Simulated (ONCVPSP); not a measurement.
## u(r) = r·R(r): atom against pseudo-atom (K (Z = 19))

Columns: radius, all-electron u(r) and pseudo u(r) of the 3d shell (level -0.63 eV) of potassium in the configuration [Ne] 3s2 3p6 3d1; PBE, scalar-relativistic, ONCV scheme, ONCVPSP 4.0.1.

| r (bohr) | all-electron | pseudo |
| --- | --- | --- |
| 0.200 | 0.0195 | 0.0006 |
| 0.400 | 0.0685 | 0.0050 |
| 0.600 | 0.1176 | 0.0159 |
| 0.800 | 0.1570 | 0.0350 |
| 1.000 | 0.1855 | 0.0624 |
| 1.200 | 0.2046 | 0.0970 |
| 1.400 | 0.2168 | 0.1364 |
| 1.600 | 0.2248 | 0.1774 |
| 1.800 | 0.2301 | 0.2160 |
| 2.000 | 0.2339 | 0.2488 |
| 2.200 | 0.2370 | 0.2732 |
| 2.400 | 0.2397 | 0.2885 |
| 2.600 | 0.2423 | 0.2954 |
| 2.800 | 0.2450 | 0.2954 |
| 3.000 | 0.2477 | 0.2900 |
| 3.200 | 0.2504 | 0.2811 |
| 3.400 | 0.2531 | 0.2711 |
| 3.600 | 0.2557 | 0.2630 |
| 3.800 | 0.2582 | 0.2596 |
| 4.000 | 0.2606 | 0.2608 |
| 4.200 | 0.2631 | 0.2632 |
| 4.400 | 0.2656 | 0.2657 |
| 4.600 | 0.2685 | 0.2686 |
| 4.800 | 0.2719 | 0.2720 |
| 5.000 | 0.2755 | 0.2756 |
| 5.200 | 0.2792 | 0.2793 |

How many radial nodes do the two functions have?

The all-electron 3d function has n − l − 1 = 0; the pseudo-wave has 0.

At about which radius was the pseudo-wave matched?

4.00 bohr, where the columns begin to agree (steps of 0.20 bohr).

Is the pseudo-wave norm-conserving?

Yes: the ONCV scheme keeps the norm inside the radius equal to the all-electron one, which fixes the energy derivative of the logarithmic derivative at the level.
